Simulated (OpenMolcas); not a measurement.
## Ionisation energies of potassium

- Program: OpenMolcas 26.06
- Basis: ANO-RCC-VTZP [6s5p2d1f]
- Scalar Hamiltonian: DKH2, point nucleus
- Spin-orbit coupling: state interaction with AMFI integrals over the reference wave functions, term energies averaged over their components

Active shells in each charge state: the valence s, p, d shells, with orbitals averaged over the low states. Where CASPT2's correlated closed shells are named, they are those of the first ion.

A. CASSCF
B. SS-CASPT2, IPEA 0.25 Eh, imaginary shift 0.1 Eh (closed shells correlated: 3s 3p)
C. SS-CASPT2, IPEA 0.25 Eh, imaginary shift 0.1 Eh (closed shells correlated: none)
D. SS-CASPT2, IPEA 0.25 Eh, imaginary shift 0.1 Eh (closed shells correlated: 2s 2p 3s 3p)
E. SS-CASPT2, IPEA 0 Eh, imaginary shift 0.1 Eh (closed shells correlated: 3s 3p)

Energies in eV between the lowest computed levels, named as in B; reference values from the NIST Atomic Spectra Database with their kind.

```tsv
From	To	A	B	C	D	E	Spin-orbit share in B	Reference
K 4s ²S_1/2	K+ 3p⁶ ¹S₀	4.020	4.258	4.020	4.258	4.277	+0.000	4.341 (measured)
```

Error against the reference values, in %:

```csv
From,Reference,A,B,C,D,E
K,measured,-7.4,-1.9,-7.4,-1.9,-1.5
```

Absolute error against the one measured value: A 0.32 eV, B 0.08 eV, C 0.32 eV, D 0.08 eV, E 0.06 eV. E lies closest.

The lowest level within the active space need not be the ion's true ground level.
